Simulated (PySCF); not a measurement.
**What builds the third ionisation energy along group 14**

Calculated with PySCF 2.14 from differences of total energies of unrestricted determinants, without spin-orbit coupling. Each column adds one step, in eV (sums use unrounded values): valence MP2, valence CCSD, valence triples, then the next inner shell at CCSD(T) (C 1s, Si 2s 2p, Ge 3s 3p 3d, Sn 4s 4p 4d, Pb 5s 5p 5d). References (NIST) marked * lie between the lowest fine-structure levels; the others compare directly ((s) semi-empirical, (t) theoretical).

```json
{"element": "C [He] 2s2 → [He] 2s1 (x2c-TZVPPall, spin-free X2C)", "UHF": "45.795", "+ MP2": "1.156", "+ CCSD": "0.820", "+ (T)": "0.000", "+ inner shell": "-0.005", "sum": "47.766", "reference": "47.888"}
{"element": "Si [Ne] 3s2 → [Ne] 3s1 (x2c-TZVPPall, spin-free X2C)", "UHF": "32.042", "+ MP2": "0.858", "+ CCSD": "0.352", "+ (T)": "0.000", "+ inner shell": "0.155", "sum": "33.406", "reference": "33.493"}
{"element": "Ge [Ar] 3d10 4s2 → [Ar] 3d10 4s1 (x2c-TZVPPall, spin-free X2C)", "UHF": "32.176", "+ MP2": "0.759", "+ CCSD": "0.289", "+ (T)": "0.000", "+ inner shell": "0.364", "sum": "33.588", "reference": "34.058"}
{"element": "Sn [Kr] 4d10 5s2 → [Kr] 4d10 5s1 (x2c-TZVPPall, spin-free X2C)", "UHF": "28.541", "+ MP2": "0.666", "+ CCSD": "0.257", "+ (T)": "0.000", "+ inner shell": "0.852", "sum": "30.316", "reference": "30.506"}
{"element": "Pb [Xe] 4f14 5d10 6s2 → [Xe] 4f14 5d10 6s1 (x2c-TZVPPall, spin-free X2C)", "UHF": "29.828", "+ MP2": "0.550", "+ CCSD": "0.186", "+ (T)": "0.000", "+ inner shell": "1.094", "sum": "31.657", "reference": "31.937"}
```

What remains against the references is mostly basis incompleteness.

These are valence bases, so the inner-shell step is incomplete.
